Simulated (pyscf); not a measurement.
HO–Si(OH)(OH)–F, singlet

Gas-phase minimum from PySCF at ωB97X-D3(BJ)/def2-SVP, one conformer. 

```xyz
8

O     -0.0579     1.1834    -1.8359
Si     0.3817     0.8187    -0.3001
O     -0.7141     1.4167     0.7611
O      0.5153    -0.8045    -0.1212
F      1.8235     1.4990     0.0044
H     -0.1669     2.1120    -2.0630
H     -0.5615     1.2612     1.6983
H      1.1212    -1.2723    -0.7042
```
Charge 0, spin multiplicity 1.

Bonds (Å): O1–Si2 1.639, O1–H6 0.962, Si2–O3 1.638, Si2–O4 1.639, Si2–F5 1.623, O3–H7 0.962, O4–H8 0.962. Angles (°): Si2–O1–H6 117.8, O1–Si2–O3 110.3, O1–Si2–O4 110.2, O1–Si2–F5 108.7, O3–Si2–O4 110.2, O3–Si2–F5 108.6, O4–Si2–F5 108.8, Si2–O3–H7 117.8, Si2–O4–H8 117.8.

Properties at ωB97X-D3(BJ)/def2-SVP:

Harmonic wavenumbers, unscaled: 99, 103, 227, 300, 301, 366, 366, 382, 773, 793, 793, 800, 955, 1021, 1022, 3946, 3947, 3949 cm⁻¹
Zero-point energy: 28.8 kcal/mol
Rotational symmetry number: 3
Entropy of this conformer at 298 K and 1 atm, rigid rotor and harmonic oscillator, modes under 100 cm⁻¹ raised to 100: 332.7 J/(mol K)
Dipole moment: 0.47 D

Single-point totals, which compare only within one level (frozen core for MP2 and CC):

```
level                   total energy (hartree)
----------------------  ----------------------
ωB97X-D3(BJ)/def2-TZVP              -617.26824
PBE/def2-TZVP                       -616.72443
r²SCAN/def2-TZVP                    -617.03844
B3LYP-D3(BJ)/def2-TZVP              -617.23864
PBE0-D3(BJ)/def2-TZVP               -616.75579
M06-2X/def2-TZVP                    -617.08239
ωB97M-D3(BJ)/def2-TZVP              -617.32059
HF/def2-TZVPP                       -615.12201
MP2/def2-TZVPP                      -616.20532
CCSD/def2-TZVPP                     -616.21355
CCSD(T)/def2-TZVPP                  -616.24939
```

Soft torsions are taken as harmonic, which can shift the entropy by several J/(mol K). The CCSD(T) − MP2 part came from Ansatz, without density fitting, on the same reference.
